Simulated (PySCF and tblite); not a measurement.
5 regioisomers of C6H5ClF3NOSi:

```
isomer                                                                                   SMILES
     A  [O-:1][n+:2]1[cH:3][c:4]([SiH3:5])[cH:6][c:7]([C:8]([F:9])([F:10])[F:11])[c:12]1[Cl:13]
     B  [O-:1][n+:2]1[cH:3][c:4]([SiH3:5])[c:6]([C:7]([F:8])([F:9])[F:10])[cH:11][c:12]1[Cl:13]
     C  [O-:1][n+:2]1[cH:3][c:4]([SiH3:5])[cH:6][c:7]([Cl:8])[c:9]1[C:10]([F:11])([F:12])[F:13]
     D  [O-:1][n+:2]1[c:3]([C:4]([F:5])([F:6])[F:7])[cH:8][cH:9][c:10]([Cl:11])[c:12]1[SiH3:13]
     E  [O-:1][n+:2]1[cH:3][c:4]([C:5]([F:6])([F:7])[F:8])[cH:9][c:10]([SiH3:11])[c:12]1[Cl:13]
```

Protocol: conformer search, at most 3 conformers an isomer, GFN2-xTB geometries, energies PBE0/6-31G* (D3(BJ) added where defined), GIAO shieldings PBE0/6-31G*, weights at 298.15 K with GFN2-xTB thermal terms. Programs: PySCF with density fitting and tblite.

Task: What shifts does each isomer give (ppm)?

Result: 
A: ¹H (against TMS): 8.23 (H3, 1H), 7.10 (H6, 1H). ¹³C (against TMS): 144.0 (C12), 139.6 (C3), 126.2 (C7), 124.0 (C8), 121.5 (C4), 118.6 (C6). ¹⁹F (against CFCl3): -81.1 (F9/F10/F11). ²⁹Si (against TMS): -34.5 (Si5). ¹⁵N (against NH3): 290.4 (N2).

B: ¹H (against TMS): 8.21 (H3, 1H), 7.58 (H11, 1H). ¹³C (against TMS): 144.2 (C12), 138.9 (C3), 125.3 (C7), 122.6 (C6), 122.5 (C4), 120.9 (C11). ¹⁹F (against CFCl3): -79.9 (F8/F9/F10). ²⁹Si (against TMS): -35.1 (Si5). ¹⁵N (against NH3): 292.5 (N2).

C: ¹H (against TMS): 7.93 (H3, 1H), 6.78 (H6, 1H). ¹³C (against TMS): 137.5 (C3), 136.0 (C9), 134.4 (C7), 125.8 (C4), 123.4 (C6), 123.4 (C10). ¹⁹F (against CFCl3): -80.7 (F11/F12/F13). ²⁹Si (against TMS): -33.1 (Si5). ¹⁵N (against NH3): 295.4 (N2).

D: ¹H (against TMS): 7.49 (H8, 1H), 6.92 (H9, 1H). ¹³C (against TMS): 146.0 (C12), 142.9 (C10), 130.8 (C3), 122.8 (C4), 121.8 (C8), 117.9 (C9). ¹⁹F (against CFCl3): -85.1 (F5/F6/F7). ²⁹Si (against TMS): -64.6 (Si13). ¹⁵N (against NH3): 293.0 (N2).

E: ¹H (against TMS): 8.33 (H3, 1H), 7.11 (H9, 1H). ¹³C (against TMS): 148.6 (C12), 132.6 (C3), 127.0 (C10), 125.5 (C4), 124.7 (C5), 118.5 (C9). ¹⁹F (against CFCl3): -78.6 (F6/F7/F8). ²⁹Si (against TMS): -37.3 (Si11). ¹⁵N (against NH3): 288.0 (N2). H not on carbon is left out.

Unscaled ¹⁹F and ²⁹Si and ¹⁵N shifts at such levels can be off by tens of ppm; differences between conformers or isomers are more reliable. Shifts are unscaled: against experiment ¹³C can be off by 15 ppm or more and ¹H by 0.8 ppm. At least one structure keeps an imaginary mode at the tight-binding level.


¹⁵N shifts are against a computed isolated NH3 molecule, about 20 ppm from the liquid.